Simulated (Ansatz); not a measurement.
```xyz
2

N     0.0000    0.0000   -0.6723
S     0.0000    0.0000    0.6723
```

Basis set: 6-31G (spherical functions). Frozen core: 6 orbitals. Correlation on ROHF uses semicanonical orbitals with singles. Charge 0, multiplicity 2.

Computed with Ansatz (development build ahead of 0.2.0); the reference of a correlated method needn't be the lowest determinant of its kind.

Give the atomization energy at this shape (free ground-state atoms in the same class of orbitals less the molecule, no zero-point energy) of doublet NS by ROHF-CCSD(T), UHF-BCCD(T).

| method | atomization energy |
| --- | --- |
| ROHF-CCSD(T) | -8.05 kcal/mol |
| UHF-BCCD(T) | -8.13 kcal/mol |

Caution: the reference determinant was not shown to be the lowest; the shape is not the minimum.

This basis has no polarisation functions and is too small for such energies, which can lie far from measured ones in either direction.
